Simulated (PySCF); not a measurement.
[Zn(OH)2], neutral singlet in the gas phase. 

Cartesian coordinates (Å):
```xyz
5

Zn     0.0536    -0.0161     0.0945
O     -0.3361     1.4377     1.0454
H     -1.0742     1.9324     0.6435
O      0.6374    -1.4138    -0.8410
H      0.2239    -2.2408    -0.5309
```
Charge 0, multiplicity 1.

All levels are single points at this geometry (PBE-D3(BJ)/def2-SVP); Pople sets use spherical d functions. Orbital energies aren't observables, and empty levels follow the basis.

```
level                                     HOMO (eV)  LUMO (eV)  gap (eV)  dipole (D)  vertical IE, Delta-SCF (eV)
----------------------------------------  ---------  ---------  --------  ----------  ---------------------------
B3LYP-D3(BJ)/def2-TZVP in PySCF               -8.17      -1.53      6.64        2.00                            –
TPSSh-D3(BJ)/def2-TZVP in PySCF               -7.48      -1.51      5.96        1.94                            –
B3LYP/6-311+G** (LANL2DZ on Zn) in PySCF      -8.15      -1.81      6.34        2.26                            –
B3LYP/6-31G* (LANL2DZ on Zn) in PySCF         -7.53      -1.26      6.27        2.10                        10.22
B3LYP/LANL2DZ in PySCF                        -7.81      -1.61      6.20        2.56                            –
HF/STO-3G in PySCF                            -4.70       6.64     11.34        1.11                            –
```
